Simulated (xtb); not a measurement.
Te (SMILES [Te-]), charge -1, doublet; xtb with GFN2-xTB.

Input for xtb:
```
$ xtb mol.xyz --gfn 2 --chrg -1 --uhf 1 --opt --json

# file mol.xyz
1

Te     0.00000000     0.00000000     0.00000000
```

It wrote (shortened):

```
   ID    Z sym.   atoms
    1   52 Te     1

           -------------------------------------------------
          |                Calculation Setup                |
           -------------------------------------------------

           -------------------------------------------------
          |                 G F N 2 - x T B                 |
           -------------------------------------------------

          ...................................................
          :                      SETUP                      :
          :.................................................:
          :  # basis functions                  10          :
          :  # atomic orbitals                   9          :
          :  # shells                            3          :
          :  # electrons                         7          :
          :  max. iterations                   250          :
          :  Hamiltonian                  GFN2-xTB          :
          :  restarted?                      false          :
          :  GBSA solvation                  false          :
          :  PC potential                    false          :
          :  electronic temp.          300.0000000     K    :
          :  accuracy                    1.0000000          :
          :  -> integral cutoff          0.2500000E+02      :
          :  -> integral neglect         0.1000000E-07      :
          :  -> SCF convergence          0.1000000E-05 Eh   :
          :  -> wf. convergence          0.1000000E-03 e    :
          :  Broyden damping             0.4000000          :
          :  net charge                         -1          :
          :  unpaired electrons                  1          :
          ...................................................

 iter      E             dE          RMSdq      gap      omega  full diag
   1     -3.0548939 -0.305489E+01  0.471E+00   13.24      13.2  T
   2     -3.0548939  0.399680E-14  0.377E+00   13.36      13.4  T
   3     -3.0548939 -0.133227E-14  0.290E+00   13.48      13.5  T
   4     -3.0548939  0.888178E-15  0.232E+00   13.56      13.6  T
   5     -3.0548939 -0.177636E-14  0.179E+00   13.65      13.6  T
   6     -3.0548939 -0.177636E-14  0.143E+00   13.71      13.7  T
   7     -3.0548939  0.399680E-14  0.110E+00   13.76      13.8  T
   8     -3.0548939 -0.133227E-14  0.810E-01   13.81      13.8  T
   9     -3.0548939 -0.888178E-15  0.648E-01   13.84      13.8  T
[...]
         :: total energy              -3.054893893348 Eh    ::
         :: total energy              -3.054893893348 Eh    ::
[...]
      -------------------------------------------------------------
         1        2.0000           -0.1142604              -3.1092
         2        1.6667            0.2372718               6.4565
         3        1.6667            0.2372718               6.4565
         4        1.6667            0.2372718               6.4565 (HOMO)
         5                          0.7501510              20.4126 (LUMO)
         6                          0.7501510              20.4126
         7                          0.7501510              20.4126
         8                          0.7501510              20.4126
         9                          0.7501510              20.4126
      -------------------------------------------------------------
                  HL-Gap            0.5128791 Eh           13.9562 eV
             Fermi-level            0.3658209 Eh            9.9545 eV

     #   Z          covCN         q      C6AA      α(0)
     1  52 Te       0.000    -1.000   520.580    42.723

 Mol. C6AA /au·bohr⁶  :        520.580361
 Mol. C8AA /au·bohr⁸  :      52842.970399
 Mol. α(0) /au        :         42.722546

Wiberg/Mayer (AO) data.
largest (>0.10) Wiberg bond orders for each atom

 ---------------------------------------------------------------------------
     #   Z sym  total        # sym  WBO       # sym  WBO       # sym  WBO
 ---------------------------------------------------------------------------
     1  52 Te   0.000
 ---------------------------------------------------------------------------

molecular dipole:
                 x           y           z       tot (Debye)
 q only:        0.000       0.000       0.000
   full:       -0.000      -0.000       0.000       0.000
molecular quadrupole (traceless):
                xx          xy          yy          xz          yz          zz
 q only:        0.000       0.000       0.000       0.000       0.000       0.000
  q+dip:        0.000       0.000       0.000       0.000       0.000       0.000
   full:        0.000      -0.000       0.000       0.000       0.000      -0.000

optimized geometry written to: xtbopt.xyz

           -------------------------------------------------
          | TOTAL ENERGY               -3.054893893348 Eh   |
          | GRADIENT NORM               0.000000000000 Eh/α |
          | HOMO-LUMO GAP              13.956151753284 eV   |
           -------------------------------------------------

normal termination of xtb
```
